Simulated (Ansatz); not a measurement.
The molecule WF+, multiplicity 5 (lowest of 2S+1 = 1, 3, 5, 7, 9 at CCSD(T)/def2-TZVPP on PBE0 minima; our sources give no spin for the ground state, which may be another). No spin–orbit coupling.

Constants: fifth-degree fit in 1/R to seven points, most abundant isotopes. Runs in def2 and cc sets follow the lowest solution found near the PBE0 minimum.

Correlated levels freeze the inner cores; with def2 sets outer-core shells near the valence are correlated too. CBS: X⁻³ extrapolation of the correlation energy, Hartree–Fock from the larger set.

The values were computed with Ansatz (Gaussian orbitals). Values without a source in brackets are computed. In def2 rows elements past Kr take small-core potentials, without spin–orbit coupling.

```tsv
level	r_e (Å)	ω_e (cm⁻¹)	ω_e x_e (cm⁻¹)
r2SCAN/def2-TZVPP	1.790	783	3.1
B3LYP/def2-TZVPP	1.796	(withheld)	3.0
PBE0/def2-TZVPP	1.784	792	3.0
BHLYP/def2-TZVPP	1.788	792	3.0
B2PLYP/def2-TZVPP	1.794	780	2.9
CCSD/def2-QZVPP	1.789	792	2.9
CCSD(T)/def2-TZVPP	1.793	788	2.9
CCSD(T)/CBS(def2-TZVPP, def2-QZVPP)	(withheld)	(withheld)	3.0
```

Task: Fill in the missing entries.

Result: 
- CCSD(T)/CBS(def2-TZVPP, def2-QZVPP), r_e (Å): 1.791
- CCSD(T)/CBS(def2-TZVPP, def2-QZVPP), ω_e (cm⁻¹): 789
- B3LYP/def2-TZVPP, ω_e (cm⁻¹): 776

Ansatz is a quantum-chemistry and plane-wave program.
